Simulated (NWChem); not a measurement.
System: CH6SeSi; SMILES C[Se][SiH3]

NWChem printed, in part:

```
             Northwest Computational Chemistry Package (NWChem) 7.3.0
             --------------------------------------------------------

 C1  symmetry detected

                             Geometry "geometry" -> ""
                             -------------------------

 Output coordinates in angstroms (scale by  1.889725989 to convert to a.u.)

  No.       Tag          Charge          X              Y              Z
 ---- ---------------- ---------- -------------- -------------- --------------
    1 Se                  34.0000    -0.47065266     0.51981184    -0.00000133
    2 C                    6.0000     1.32792506     1.29388924    -0.00003090
    3 H                    1.0000     1.19643642     2.38384138     0.00576185
    4 H                    1.0000     1.87777845     1.00205632    -0.90435986
    5 H                    1.0000     1.88176354     0.99325962     0.89899107
    6 Si                  14.0000     0.15981720    -1.66768558    -0.00001059
    7 H                    1.0000     0.96999709    -2.00360133     1.21143208
    8 H                    1.0000     0.97347571    -2.00242517    -1.20934899
    9 H                    1.0000    -1.10225195    -2.46247052    -0.00209729

 Effective nuclear repulsion energy (a.u.)     253.3438431686

  pbe96 is a nonlocal functional; adding pw91lda local functional.

                                 NWChem DFT Module
                                 -----------------

 Summary of "ao basis" -> "ao basis" (spherical)
 ------------------------------------------------------------------------------
       Tag                 Description            Shells   Functions and Types
 ---------------- ------------------------------  ------  ---------------------
 Se                         def2-svp                12       32   5s4p3d
 C                          def2-svp                 6       14   3s2p1d
 H                          def2-svp                 3        5   2s1p
 Si                         def2-svp                 8       18   4s3p1d

            General Information
            -------------------
          SCF calculation type: DFT
          Wavefunction type:  closed shell.
          No. of atoms     :     9
          No. of electrons :    60
           Alpha electrons :    30
            Beta electrons :    30
          Charge           :     0
          Spin multiplicity:     1
          Use of symmetry is: off; symmetry adaption is: off
          Maximum number of iterations: 150
          AO basis - number of functions:    94
                     number of shells:    44
          Convergence on energy requested:  1.00D-06
          Convergence on density requested:  1.00D-05
          Convergence on gradient requested:  5.00D-04

              XC Information
              --------------
          PerdewBurkeErnzerhof Exchange Functional  1.000
            Perdew 1991 LDA Correlation Functional  1.000 local
           PerdewBurkeErnz. Correlation Functional  1.000 non-local

             Grid Information
             ----------------
          Grid used for XC integration:  medium
          Radial quadrature: Mura-Knowles
          Angular quadrature: Lebedev.
          Tag              B.-S. Rad. Rad. Pts. Rad. Cut. Ang. Pts.
          ---              ---------- --------- --------- ---------
          Se                  1.15      112          10.0       590
          C                   0.70       49          11.0       434
          H                   0.35       45          13.0       434
          Si                  1.10       88          11.0       590
          Grid pruning is: on
          Number of quadrature shells:   519
          Spatial weights used:  Erf1

      Superposition of Atomic Density Guess
      -------------------------------------

 Sum of atomic energies:       -2728.87081415

      Non-variational initial energy
      ------------------------------

 Total energy =   -2730.051695
 1-e energy   =   -4301.844251
 2-e energy   =    1318.448713
 HOMO         =      -0.264609
 LUMO         =       0.037921

   convergence    iter        energy       DeltaE   RMS-Dens  Diis-err
 ---------------- ----- ----------------- --------- --------- ---------
 d= 0,ls=0.0,diis     1  -2731.7406411477 -2.99D+03  8.85D-03  3.73D-01
 d= 0,ls=0.0,diis     2  -2731.7436413430 -3.00D-03  6.67D-03  2.59D-01
 d= 0,ls=0.0,diis     3  -2731.7679079180 -2.43D-02  2.90D-03  6.29D-02
 d= 0,ls=0.0,diis     4  -2731.7767121725 -8.80D-03  7.25D-04  3.67D-03
 d= 0,ls=0.0,diis     5  -2731.7772491610 -5.37D-04  2.53D-04  4.12D-04
  Resetting Diis
 d= 0,ls=0.0,diis     6  -2731.7773177521 -6.86D-05  6.64D-05  2.42D-05
 d= 0,ls=0.0,diis     7  -2731.7773218558 -4.10D-06  2.29D-05  1.66D-06
 d= 0,ls=0.0,diis     8  -2731.7773216722  1.84D-07  1.36D-05  2.94D-06
 d= 0,ls=0.0,diis     9  -2731.7773220286 -3.56D-07  2.69D-06  1.08D-07

         Total DFT energy =    -2731.777322028587
      One electron energy =    -4304.231847034578
           Coulomb energy =     1434.218271131551
    Exchange-Corr. energy =     -115.107589294112
 Nuclear repulsion energy =      253.343843168552

 Numeric. integr. density =       60.000002515009

                       DFT Final Molecular Orbital Analysis
                       ------------------------------------

 Vector   28  Occ=2.000000D+00  E=-3.026973D-01
              MO Center= -1.3D-01, -1.0D+00, -8.9D-04, r^2= 4.5D+00
   Bfn.  Coefficient  Atom+Function         Bfn.  Coefficient  Atom+Function
  ----- ------------  ---------------      ----- ------------  ---------------
    90      0.342990  9 H  s                 69     -0.195070  6 Si px
    36     -0.183685  2 C  px                37     -0.182396  2 C  py
    91      0.183263  9 H  s                 13      0.171755  1 Se py
    12      0.162397  1 Se px                70     -0.151837  6 Si py
    72     -0.149184  6 Si px                16      0.133429  1 Se py

 Vector   29  Occ=2.000000D+00  E=-2.680104D-01
              MO Center= -1.7D-01,  1.7D-01,  2.1D-04, r^2= 3.3D+00
   Bfn.  Coefficient  Atom+Function         Bfn.  Coefficient  Atom+Function
  ----- ------------  ---------------      ----- ------------  ---------------
    13     -0.296351  1 Se py                16     -0.287079  1 Se py
    12      0.284795  1 Se px                15      0.277955  1 Se px
    70      0.224256  6 Si py                 4     -0.221160  1 Se s
     5     -0.194422  1 Se s                 10      0.187102  1 Se py
     9     -0.181915  1 Se px                73      0.167751  6 Si py

 Vector   30  Occ=2.000000D+00  E=-1.961663D-01
              MO Center= -2.6D-01,  3.3D-01, -1.2D-04, r^2= 2.5D+00
   Bfn.  Coefficient  Atom+Function         Bfn.  Coefficient  Atom+Function
  ----- ------------  ---------------      ----- ------------  ---------------
    17      0.595839  1 Se pz                14      0.486811  1 Se pz
    11     -0.310874  1 Se pz                81     -0.133302  7 H  s
    86      0.133195  8 H  s                 52      0.108836  4 H  s
    57     -0.108203  5 H  s                 80     -0.103132  7 H  s
    85      0.103013  8 H  s                  8      0.100997  1 Se pz

 Vector   31  Occ=0.000000D+00  E=-2.591609D-02
              MO Center=  2.7D-01, -1.4D-01,  7.9D-04, r^2= 4.9D+00
   Bfn.  Coefficient  Atom+Function         Bfn.  Coefficient  Atom+Function
  ----- ------------  ---------------      ----- ------------  ---------------
    35      1.066800  2 C  s                 16     -0.713402  1 Se py
    73     -0.675169  6 Si py                48     -0.382495  3 H  s
    91     -0.348957  9 H  s                 58     -0.305799  5 H  s
    53     -0.303663  4 H  s                 15     -0.297916  1 Se px
    64     -0.284685  6 Si s                 13     -0.256596  1 Se py

 Vector   32  Occ=0.000000D+00  E=-7.502205D-03
              MO Center=  9.3D-02, -5.9D-01,  4.2D-04, r^2= 4.8D+00
   Bfn.  Coefficient  Atom+Function         Bfn.  Coefficient  Atom+Function
  ----- ------------  ---------------      ----- ------------  ---------------
     5      0.893436  1 Se s                 73     -0.860633  6 Si py
    15      0.755631  1 Se px                35     -0.639697  2 C  s
    39      0.467247  2 C  px                72      0.453524  6 Si px
     4      0.381442  1 Se s                 65     -0.359654  6 Si s
    16     -0.337763  1 Se py                36      0.252884  2 C  px

 Vector   33  Occ=0.000000D+00  E= 2.975876D-02
              MO Center=  6.2D-02, -1.5D+00, -4.4D-03, r^2= 4.0D+00
   Bfn.  Coefficient  Atom+Function         Bfn.  Coefficient  Atom+Function
  ----- ------------  ---------------      ----- ------------  ---------------
    74      1.428155  6 Si pz                81     -1.023425  7 H  s
    86      1.007866  8 H  s                 17     -0.321629  1 Se pz
    71      0.254080  6 Si pz                80     -0.174660  7 H  s
    85      0.172366  8 H  s                 78      0.165540  6 Si d  1
    68     -0.140532  6 Si pz                14     -0.130296  1 Se pz

     Multipole analysis of the density
     ---------------------------------

     L   x y z        total         alpha         beta         nuclear
     -   - - -        -----         -----         ----         -------
     0   0 0 0     -0.000000    -30.000000    -30.000000     60.000000

     1   1 0 0      0.488718      0.244359      0.244359     -0.000000
     1   0 1 0      0.089367      0.044684      0.044684     -0.000000
     1   0 0 1      0.000038      0.000019      0.000019     -0.000000

     2   2 0 0    -29.522683    -68.454828    -68.454828    107.386972
     2   1 1 0      1.407134     -5.874243     -5.874243     13.155620
     2   1 0 1      0.000381     -0.000295     -0.000295      0.000970
     2   0 2 0    -28.709219   -157.071416   -157.071416    285.433614
     2   0 1 1      0.001231      0.000616      0.000616     -0.000001
     2   0 0 2    -31.419927    -23.845173    -23.845173     16.270419

[...]
```

Level: PBE/def2-SVP, vertical spin-unrestricted ions. Coordinates come from a PBE0/def2-SVP optimisation.

### Question
Reconstruct the input file.

### Answer
Several could match; the one computed here: the input that was run:
```
start job
memory heap 200 mb stack 900 mb global 1100 mb
geometry units angstroms noautoz
  Se    -0.476596     0.538869     0.005092
  C      1.319692     1.318238     0.001775
  H      1.185036     2.407754     0.013655
  H      1.866742     1.032633    -0.906235
  H      1.878034     1.014673     0.897017
  Si     0.160273    -1.646731    -0.008609
  H      0.976318    -1.986415     1.197836
  H      0.970019    -1.972912    -1.222902
  H     -1.099461    -2.445214    -0.009672
end
basis spherical
  Se library def2-svp
  C library def2-svp
  H library def2-svp
  Si library def2-svp
end
dft
  xc xpbe96 cpbe96
  iterations 150
  vectors input atomic output neutral.movecs
end
task dft energy
charge 1
dft
  odft
  mult 2
  vectors input atomic output cation.movecs
end
task dft energy
```
